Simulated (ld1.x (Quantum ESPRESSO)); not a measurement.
helium (He): variants of one TM potential

Base potential:

```json
{"Element": "helium", "Generator": "ld1.x (Quantum ESPRESSO) 7.5", "Type": "norm-conserving Troullier–Martins (Kleinman–Bylander form)", "Functional": "PBEsol", "Relativity": "scalar-relativistic", "Frozen core": "none", "Valence charge": "2", "Reference configuration": "1s2", "Partial waves": "1s (bound): rc 0.60 bohr; 2p channel at -0.1 Ry: rc 0.70 bohr", "Local potential": "all-electron potential smoothed inside 0.60 bohr (lloc = -2)", "Core correction": "none"}
```

Cutoffs, loose and tight: the cutoffs (Ry, on a coarse ladder) from which the occupation-weighted sum of valence levels, in a spherical-Bessel basis at the reference potential, stays within 10 and 1 mRy of its value at 400 Ry. They do not see the model core or the augmentation charge, which bear on the density cutoff. Test errors are all-electron minus pseudo excitation energies from the reference, over the configurations 1s1; 1s1.5. A dash means not determined; rows that change the core or the reference have their own tests.

| change | outcome | cutoff, loose | cutoff, tight | bound ghosts | largest test error (meV) |
| --- | --- | --- | --- | --- | --- |
| base | generated | 140 Ry | 200 Ry | none | +4.7 |
| all radii scaled by about 1.05 (s 0.62, p 0.74 bohr); local potential all-electron potential smoothed inside 0.62 bohr (lloc = -2) | generated | 120 Ry | 180 Ry | none | +6.1 |
| functional PBE | generated | 140 Ry | 200 Ry | none | +5.0 |
| local potential the p channel | generated | 140 Ry | 200 Ry | none | +5.7 |
| wave 2p channel at -0.1 Ry: rc 0.70 bohr becomes 2p channel at 0.37 Ry: rc 0.70 bohr | generated | 140 Ry | 200 Ry | none | +4.7 |
| wave 2p channel at -0.1 Ry: rc 0.70 bohr becomes 2p channel at -0.1 Ry: rc 1.02 bohr | generated | 140 Ry | 200 Ry | none | +4.7 |
| local potential all-electron potential smoothed inside 0.34 bohr (lloc = -2) | generated | 140 Ry | 200 Ry | none | +5.4 |
| wave 1s (bound): rc 0.60 bohr becomes 1s (bound): rc 0.40 bohr | generated | 230 Ry | over 300 Ry | none | -1.2 |
| non-relativistic | generated | 140 Ry | 200 Ry | none | +5.4 |
| type RRKJ; local potential the s channel; rho0 0.02 | generated | 140 Ry | 200 Ry | none | +4.3 |
| wave 2p channel at -0.1 Ry: rc 0.70 bohr becomes 2p channel at -0.1 Ry: rc 0.64 bohr | generated | 140 Ry | 200 Ry | none | +4.7 |

Question: What comes out with this change to the base: type PAW; waves now 1s (bound): rcut 0.50, rcutus 0.60 bohr; 1s channel at -0.7 Ry: rcut 0.50, rcutus 0.60 bohr; 2p channel at -0.1 Ry: rcut 0.60, rcutus 0.70 bohr; local potential all-electron potential smoothed inside 0.50 bohr (lloc = -1); augmentation BG, radius 0.45 bohr?

Answer: outcome: generated; cutoff, loose: 90 Ry; cutoff, tight: 140 Ry; bound ghosts: none; largest test error (meV): +0.4.
